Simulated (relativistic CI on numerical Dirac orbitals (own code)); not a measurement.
**Transition arrays of Ru V**

These numbers are calculated, not measured: Dirac-Coulomb-Breit CI, KLI orbitals optimised for each configuration, model QED, valence Slater integrals scaled by 0.9, whole transition arrays (own radial code, finite nucleus).

Configuration list (outside the closed core [Ar] 3d10 4s2): 4p6.4d4, 4p6.4d3.4f, 4p5.4d5, 4p6.4d3.5p, 4p6.4d3.5f. Levels of other configurations are missing.

All E1 lines from the levels of 4p6.4d4; mean and standard deviation are weighted by gf, and upper levels are sorted by their leading configuration.

```tsv
Upper configuration	Lines	Σgf	Mean (eV)	Mean (nm)	σ (eV)	Strongest line (nm)
4p6.4d3.4f	2842	332.9	35.70	34.725	1.22	33.282
4p5.4d5	2995	1688.1	55.26	22.438	3.91	21.529
4p6.4d3.5p	1718	118.4	21.88	56.654	1.19	56.531
4p6.4d3.5f	3058	60.7	43.44	28.541	2.33	29.227
```

Σgf per state of the lower configuration in bins of 1 nm over the central range (centre: value): 20.5: 1.42, 21.5: 1.84, 22.5: 1.63, 23.5: 1.64, 24.5: 0.91, 25.5: 0.23, 26.5: 0.16, 27.5: 0.16, 28.5: 0.11, 29.5: 0.11, 30.5: 0.03, 31.5: 0.02, 32.5: 0.02, 33.5: 0.41, 34.5: 0.63, 35.5: 0.33, 36.5: 0.11, 37.5: 0.06, 38.5: 0.02, 52.5: 0.03, 53.5: 0.03, 54.5: 0.05, 55.5: 0.16.

How do configuration mixing and the scaling of the Slater integrals move the arrays?

Slater scale 0.9, no configuration mixing: 4p6.4d3.4f 37.2 ± 1.4 eV (Σgf 712.3), 4p5.4d5 54.9 ± 4.3 eV (Σgf 892.2), 4p6.4d3.5p 21.9 ± 1.2 eV (Σgf 136.8), 4p6.4d3.5f 44.4 ± 1.4 eV (Σgf 226.3); Slater scale 1: 4p6.4d3.4f 35.7 ± 1.4 eV (Σgf 315.4), 4p5.4d5 56.2 ± 4.2 eV (Σgf 1746.8), 4p6.4d3.5p 21.9 ± 1.3 eV (Σgf 117.0), 4p6.4d3.5f 42.9 ± 3.0 eV (Σgf 60.2); Slater scale 0.8: 4p6.4d3.4f 35.7 ± 1.1 eV (Σgf 347.8), 4p5.4d5 54.3 ± 3.6 eV (Σgf 1627.3), 4p6.4d3.5p 21.8 ± 1.1 eV (Σgf 119.9), 4p6.4d3.5f 43.8 ± 2.1 eV (Σgf 65.7). With mixing, levels are counted to their leading configuration, so an array can shrink or vanish into another, and the sums then hold other lines.
